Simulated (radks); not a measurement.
Results of a calculation; reference values are marked as such.
Hf I, 72 electrons, occupied as [Xe] 4f14 5d1.5 6s1.5 6p1 (fractional occupations, a model configuration).

Code: a radial shooting solver on a logarithmic mesh with Libxc functionals. Model: scalar-relativistic Kohn-Sham, r2SCAN, spin-polarised, spherical densities, finite nucleus; open shells are filled with parallel spins first (spin-orbit coupling, left out, can overturn this in heavy ions); meta-GGA in the generalised Kohn-Sham scheme; Fermi nuclear charge, rms radius 5.347 fm.

Energy parts (hartree):
| part | energy |
|---|---|
| total | -15077.6860 |
| kinetic | 16516.0805 |
| electron-nucleus | -37187.3999 |
| Hartree | 5901.6618 |
| exchange-correlation | -308.0283 |

Orbitals (lengths in bohr, moments of r in powers of bohr; r(90%) holds 90 % of the orbital's charge):
| orbital | occ. | eigenvalue (hartree) | <r^2> | <r> | r(90%) |
|---|---|---|---|---|---|
| 1s up | 1 | -2401.814 | 0.0004953 | 0.01899 | 0.0345 |
| 1s down | 1 | -2401.814 | 0.0004953 | 0.01899 | 0.0345 |
| 2s up | 1 | -411.7503 | 0.007640 | 0.08036 | 0.125 |
| 2s down | 1 | -411.7476 | 0.007640 | 0.08036 | 0.125 |
| 2p up | 3 | -361.4722 | 0.006286 | 0.07173 | 0.117 |
| 2p down | 3 | -361.4700 | 0.006286 | 0.07173 | 0.117 |
| 3s up | 1 | -94.23159 | 0.04966 | 0.2084 | 0.306 |
| 3s down | 1 | -94.23192 | 0.04966 | 0.2084 | 0.306 |
| 3p up | 3 | -79.13779 | 0.05034 | 0.2084 | 0.312 |
| 3p down | 3 | -79.13786 | 0.05034 | 0.2084 | 0.312 |
| 3d up | 5 | -61.24249 | 0.04189 | 0.1890 | 0.293 |
| 3d down | 5 | -61.24131 | 0.04189 | 0.1890 | 0.293 |
| 4s up | 1 | -19.24892 | 0.2476 | 0.4684 | 0.672 |
| 4s down | 1 | -19.24738 | 0.2476 | 0.4684 | 0.672 |
| 4p up | 3 | -14.27544 | 0.2816 | 0.4976 | 0.723 |
| 4p down | 3 | -14.27414 | 0.2816 | 0.4976 | 0.723 |
| 4d up | 5 | -7.81502 | 0.3325 | 0.5354 | 0.804 |
| 4d down | 5 | -7.81318 | 0.3324 | 0.5353 | 0.803 |
| 4f up | 7 | -0.71402 | 0.5954 | 0.6774 | 1.15 |
| 4f down | 7 | -0.70734 | 0.5837 | 0.6727 | 1.14 |
| 5s up | 1 | -2.62275 | 1.458 | 1.138 | 1.64 |
| 5s down | 1 | -2.60024 | 1.446 | 1.134 | 1.63 |
| 5p up | 3 | -1.44609 | 2.041 | 1.340 | 1.97 |
| 5p down | 3 | -1.41252 | 2.001 | 1.328 | 1.94 |
| 5d up | 1.5 | -0.17843 | 6.698 | 2.335 | 3.81 |
| 5d down | 0 | -0.11416 | 6.541 | 2.299 | 3.78 |
| 6s up | 1 | -0.25946 | 12.66 | 3.342 | 4.92 |
| 6s down | 0.5 | -0.18574 | 13.76 | 3.475 | 5.16 |
| 6p up | 1 | -0.09591 | 22.72 | 4.457 | 6.65 |
| 6p down | 0 | -0.03519 | 23.27 | 4.520 | 6.68 |

The highest occupied level is 6p up at -2.610 eV. The configuration is held as typed, so some empty levels lie below it. Spin moment in Bohr magnetons: 3. Summed over all electrons, <r^2> = 81.97 bohr^2, which gives a Langevin (diamagnetic) susceptibility term of -64.9 x 10^-6 cm^3/mol. The electron density at the nucleus is 1.282e+06 e/bohr^3 (large components only). The density falls to 0.001 e/bohr^3 at r = 5.23 bohr.
